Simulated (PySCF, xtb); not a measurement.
ScF3, SMILES [F][Sc]([F])[F].

Harmonic wavenumbers (cm⁻¹) from xtb 6.7.1 with GFN2-xTB at its own minimum, in rising order: 111, 140, 140, 485, 620, 620.

Q: What does PySCF with PBE-D3(BJ)/def2-SVP give at its own minimum? (Estimate from the structure and the level; the computed values follow.)

A: 56, 171, 171, 641, 753, 753. Paired by order, the mean absolute difference is 90 cm⁻¹ and the zero-point energies are 3.0 and 3.6 kcal/mol.
